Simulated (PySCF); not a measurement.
**PtO₃⁻, quartet: molecular constants**

These are results of UPBE in PySCF with Pt def2-SVPD with ECP60, O def2-SVPD; scalar-relativistic core potentials, no spin–orbit coupling; density-fitted integrals, not measurements.

The structure is a saddle point with 1 imaginary mode.

Coordinates in bohr (charge -1 multiplicity 4):
```
Pt   -0.0817    0.0000    0.0000
O     3.3708    0.0002    0.0000
O    -1.2275    3.3124    0.0000
O    -1.2270   -3.3126    0.0000
```

| Property | Result |
| --- | --- |
| Point group | C2v |
| Bond lengths | Pt–O 1.827 Å, Pt–O 1.855 Å (×2) |
| Bond angles | O–Pt–O 109.1° (×2), O–Pt–O 141.8° |
| Zero-point energy (real modes) | 15.1 kJ/mol |
| Rotational constants | 0.2604, 0.1715, 0.1034 cm⁻¹ |
| Highest occupied level (α) | 0.42 eV |
| Principal quadrupole moments (Buckingham, traceless) about the centre of mass | -11.56, -0.32, 11.88 D Å |
| Spin squared ⟨S²⟩ | 3.764 |
| Principal polarisabilities | 43.2, 68.4, 87.9 bohr³ |
| Lowest empty level (β) | 0.00 eV |
| Dipole moment about the centre of mass | 0.56 D |

Harmonic modes (masses in u: Pt 194.965, O 15.995):
```tsv
symmetry	ω (cm⁻¹)	IR (km/mol)	μ (u)	type
b2	224i	–	17.29	bend
a1	198	6.5	17.67	bend
b1	207	15.5	19.43	bend
b2	665	136	17.86	stretch
a1	710	50.1	17.24	stretch
a1	740	5.5	16.22	stretch
```

In C2v the vibrations span 2b2 + 3a1 + b1. Here b1 is antisymmetric to the molecular plane and b2 lies in it.

Charges (e); Mulliken and Löwdin values are unreliable with diffuse functions:
| atom | Mulliken | Löwdin | polar tensor | spin (Mulliken) | Mayer order to Pt1 |
| --- | --- | --- | --- | --- | --- |
| Pt1 | 1.10 | 0.82 | 0.63 | 0.95 | – |
| O2 | -0.65 | -0.56 | -0.47 | 0.67 | 1.20 |
| O3,4 | -0.72 | -0.63 | -0.58 | 0.69 | 1.12 |

Mulliken populations on Pt1 (electrons outside its core potential): s 2.92, p 6.13, d 7.80, f 0.06.

The highest occupied level lies above zero, a sign of self-interaction error or too small a basis; response properties are unreliable. This need not be the most stable arrangement of these atoms. Open d and f shells are described by one determinant, and the ground state may have another occupation or spin. With an element this heavy the missing spin–orbit coupling can shift these numbers.

The final relaxation and frequency run took about 9 core-minutes on a shared host.
